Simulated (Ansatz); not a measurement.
Species: CCl2, charge 0, multiplicity 1. SMILES: Cl[C]Cl
Coordinates optimised at B3LYP-D3(BJ)/def2-TZVP (Ansatz, a first-principles code):
```xyz
3

Cl    -1.4025    -0.2001     0.0210
C     -0.0305     0.8441     0.0088
Cl     1.4133    -0.0978    -0.0241
```
Charge 0, spin multiplicity 1.

Parts of the frozen-core correlation energy in STO-3G (Ansatz, hartree). Frozen orbitals: 11; correlated occupied orbitals by spin: 9 and 9; virtual: 3 and 3. Spin-orbit coupling is left out. Non-relativistic. The restricted reference is unstable.

```json
[
 {"term": "reference (HF)", "value": "-946.42436"},
 {"term": "MP2 opposite-spin", "value": "-0.05331"},
 {"term": "MP2 same-spin", "value": "-0.01207"},
 {"term": "CCSD correlation", "value": "-0.08537"},
 {"term": "(T)", "value": "-0.00408"},
 {"term": "FCI minus CCSD(T)", "value": "-0.00109"},
 {"term": "T1 diagnostic", "value": "0.018"},
 {"term": "largest doubles amplitude", "value": "0.114"}
]
```
